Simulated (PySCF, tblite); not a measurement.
A set of runs on `CO[Si@@H](Br)OC[SiH3]`; the geometry of each is named by its level. Settings lines and outputs come from a driver script.

Compound: C2H9BrO2Si2.
Numbering: `[CH3:1][O:2][Si@@H:3]([Br:4])[O:5][CH2:6][SiH3:7]` (hydrogens: H8, H9, H10 on C1; H11 on Si3; H12, H13 on C6; H14, H15, H16 on Si7)

Step 1: GFN2-xTB geometry optimisation, gas phase (tblite 0.8.0) (from a force-field or distance-geometry start)
```json
{"job": {"kind": "relax", "xc": "GFN2-xTB", "basis": "xTB"}, "charge": 0, "multiplicity": 1}
```
```
step      E/eV     max force
  0    -670.42224    3.092
  1    -670.80380    1.789
  2    -671.00688    1.830
...
143    -671.88001    0.032
144    -671.88016    0.040
145    -671.88027    0.025
146    -671.88033    0.010
147    -671.88037    0.009
```

Energy lowered by 33.6 kcal/mol over 147 steps; largest atomic force 0.009 eV/Å at the end. «max force» is the largest atomic force in eV/Å.

The run took 1.3 s of wall time on an Arm Neoverse V1 with one thread, shared host.

Step 2: GFN2-xTB harmonic vibrations, gas phase (tblite 0.8.0) (on the GFN2-xTB geometry)
```json
{"job": {"kind": "ir", "xc": "GFN2-xTB", "basis": "xTB"}, "charge": 0, "multiplicity": 1}
```
```
(table of modes left out)
```

42 modes from -14 to 3008 cm⁻¹ (unscaled, harmonic, a negative number standing for an imaginary wavenumber); zero-point energy 67.2 kcal/mol from the real modes; the lowest is imaginary at this level.

On one thread of an Arm Neoverse V1, shared host, this took 0.67 s wall.

Step 3: TDDFT wB97X-D/def2-SVPD, vertical, gas phase, core orbitals frozen in the response (PySCF 2.14.0, density-fitted response routines) (on the GFN2-xTB geometry)
```json
{"job": {"kind": "uv", "xc": "wB97X-D", "basis": "def2-SVPD", "nstates": 8, "ntriplets": 3}, "charge": 0, "multiplicity": 1}
```
```
...
Static polarisability (au): isotropic 102.193, principal 92.055 99.993 114.530
Singlet excitations
state   eV       nm        f      main configurations
  1   7.4310    166.8   0.02438   H->L+1 0.55, H->L 0.30
  2   7.7779    159.4   0.03468   H-1->L 0.51, H-1->L+2 0.23
  3   7.8927    157.1   0.03268   H-2->L 0.21, H->L+2 0.13, H-1->L+1 0.11
  4   7.9119    156.7   0.06497   H->L+4 0.35, H->L 0.26
  5   7.9961    155.1   0.02169   H-1->L+1 0.50, H-1->L+4 0.12, H-2->L 0.10
  6   8.0488    154.0   0.03798   H->L+2 0.46, H-2->L+2 0.09
  7   8.0801    153.4   0.01645   H-2->L+1 0.27, H-2->L+2 0.15, H-3->L+1 0.15
  8   8.2952    149.5   0.00458   H-3->L+1 0.37, H-3->L+4 0.10
Triplet excitations (Tamm-Dancoff, eV): 7.1393 7.3792 7.5198
```

HOMO -9.89 eV, LUMO 1.82 eV; lowest singlet 7.43 eV; lowest triplet 7.14 eV (Tamm–Dancoff); mean polarisability 102.2 au.

On Arm Neoverse V1, one thread, no GPU, on a shared host, this took 2.0 min wall (with the writing of density and orbital grids) and 1.1 GiB of memory at its peak.

Geometry of the electronic-property runs (GFN2-xTB):
```
atom  x, y, z in Å
C1    -2.942   -1.326    0.453
O2    -1.575   -1.162    0.253
Si3   -0.863   -0.106   -0.718
Br4   -1.454    1.946   -0.148
O5     0.677   -0.355   -0.389
C6     1.792    0.426   -0.761
Si7    2.743    0.870    0.838
H8    -3.419   -1.710   -0.452
H9    -3.079   -2.041    1.264
H10   -3.416   -0.378    0.723
H11   -1.224   -0.220   -2.123
H12    2.393   -0.169   -1.454
H13    1.467    1.319   -1.303
H14    3.939    1.609    0.431
H15    1.869    1.690    1.673
H16    3.085   -0.385    1.504
```

 (This holds for the electronic-property runs.)

One conformer stands for the species.

wB97X-D is run here without its empirical dispersion term; that term would change no orbital, density or response property at a fixed geometry.
